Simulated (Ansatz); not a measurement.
Born–Oppenheimer molecular dynamics of C2H5BS (9 atoms, charge 0, multiplicity 1). It starts from a relaxed structure.

Level of theory: RKS PBE0/def2-SVP (Ansatz).

* ensemble: NVT, Langevin thermostat
* time step: 0.5 fs
* steps asked: 131
* set temperature: 300 K
* friction: 0.02 /fs
* seed: 210189

First frame:

```xyz
9
Properties=species:S:1:pos:R:3
C -0.365 1.119 -0.799
B -0.069 -0.266 -0.173
C 0.501 -1.042 1.029
S -0.198 -2.002 -0.418
H -0.810 1.072 -1.803
H -1.047 1.678 -0.135
H 0.564 1.713 -0.846
H -0.069 -1.154 1.960
H 1.582 -1.164 1.169
```

How far do the bonds stretch over the last three quarters of this one trajectory? (Pairs bonded in most of those frames.)


| bond | mean (Å) | spread (Å) | shortest | longest |
| --- | --- | --- | --- | --- |
| C1–B2 | 1.543 | 0.038 | 1.48 | 1.61 |
| C1–H5 | 1.104 | 0.026 | 1.06 | 1.15 |
| C1–H6 | 1.115 | 0.028 | 1.07 | 1.16 |
| C1–H7 | 1.107 | 0.021 | 1.07 | 1.15 |
| B2–C3 | 1.539 | 0.026 | 1.50 | 1.59 |
| B2–S4 | 1.757 | 0.020 | 1.70 | 1.79 |
| C3–S4 | 1.891 | 0.030 | 1.84 | 1.96 |
| C3–H8 | 1.102 | 0.020 | 1.07 | 1.14 |
| C3–H9 | 1.097 | 0.017 | 1.07 | 1.13 |

Mean temperature of the second half: 337 K. The mean temperature of the second half is 12 % above the set value. A run of 0.066 ps of so small a system gives no equilibrium averages.

Time of the run: 8.3 min on 1 CPU thread of a shared host.
